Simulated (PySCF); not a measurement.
Excitations are Tamm–Dancoff values on a coarser integration grid. The basis has no diffuse functions, so Rydberg states are missing or too high.

Cartesian coordinates (Å):
```xyz
19

B     -2.0903     2.0200     0.1434
C     -1.3862     0.6525    -0.0027
C     -2.1622    -0.4879    -0.2194
C     -1.6020    -1.7766    -0.3652
C     -0.2348    -1.9390    -0.2938
C      0.6171    -0.8231    -0.0750
C      2.0285    -0.9502     0.0048
C      2.7946     0.1724     0.2187
C      2.1337     1.4208     0.3516
N      0.8304     1.5750     0.2832
C      0.0458     0.4858     0.0728
H     -3.2967     2.0425     0.0642
H     -1.4900     3.0424     0.3293
H     -3.2478    -0.3749    -0.2783
H     -2.2513    -2.6387    -0.5336
H      0.2152    -2.9298    -0.4045
H      2.4853    -1.9376    -0.1047
H      3.8830     0.1189     0.2866
H      2.7277     2.3277     0.5227
```
Charge 0, multiplicity 1.

Problem. What S1–T1 gap (TDA), HOMO–LUMO gap, brightest of the four lowest singlets (TDA), LUMO and total energy does M06-2X/def2-TZVP // B3LYP-D3(BJ)/def2-SVP in PySCF give?

Solution. 
```
Quantity                                           Result
-------------------------------------------  ------------
S1–T1 gap (TDA)                                   0.98 eV
HOMO–LUMO gap                                     6.57 eV
brightest of the four lowest singlets (TDA)       4.71 eV
LUMO                                             -1.52 eV
total energy                                 -427.3305 Ha
```
